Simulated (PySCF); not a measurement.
## Complete the spectrum of C5H4FPS

Compound: C5H4FPS.
SMILES: `c1(/P=C/F)sccc1`

The calculation used TDDFT CAM-B3LYP/def2-SVPD, vertical, gas phase, core orbitals frozen in the response in PySCF 2.14.0, density-fitted response routines. The structure is a single GFN2-xTB conformer in the gas phase; no vibrational or solvent corrections. Torsions of this conformer, `[F:1]/[CH:2]=[P:3]/[c:4]1[cH:5][cH:6][cH:7][s:8]1`: C2–P3–C4–C5 180°.

Orbital energies (eV): HOMO-3 -9.71, HOMO-2 -9.70, HOMO-1 -8.94, HOMO -7.72, LUMO -1.01, LUMO+1 0.80, LUMO+2 0.99.

Lowest singlets, with some entries withheld (?).

| state | E (eV) | f | main configurations (H = HOMO, L = LUMO) |
| --- | --- | --- | --- |
| S1 | 4.15 | 0.191 | H→L (96%) |
| S2 | 5.06 | 0.0087 | H-2→L (94%) |
| S3 | 5.16 | 0.093 | H-1→L (92%) |
| S4 | 5.68 | 0.0041 | H→L+2 (47%), H→L+3 (27%), H→L+5 (9%) |
| S5 | ? | 0.032 | H→L+1 (95%) |
| S6 | ? | 0.080 | H-3→L (88%) |
| S7 | ? | 0.0036 | H→L+3 (50%), H→L+2 (13%), H→L+4 (11%) |
| S8 | ? | 0.012 | H→L+4 (68%), H→L+2 (21%) |

(1) What stands in place of each question mark?

(2) Where do the lowest triplets lie (Tamm–Dancoff)?

(3) How far apart are S6 and S8, in eV and cm⁻¹?

(4) What is the mean static polarisability from the same response equations?

Answers

(1) 
- S5: E = 5.76 eV
- S6: E = 6.00 eV
- S7: E = 6.00 eV
- S8: E = 6.37 eV

(2) T1 2.24 eV, H→L (85%); T2 3.66 eV, H→L+1 (48%), H-3→L (39%); T3 4.17 eV, H-1→L (78%), H-1→L+1 (18%). E(S1) − E(T1) = +1.91 eV.

(3) 6.374 − 6.002 = 0.372 eV, or about 3000 cm⁻¹.

(4) 102.4 au (15.17 Å³), with principal values 61.9, 102.7 and 142.6 au.

On Arm Neoverse V1, one thread, shared host with 32 logical CPUs at a one-minute load of 27, this took 53 s wall and 0.93 GiB of memory at its peak.
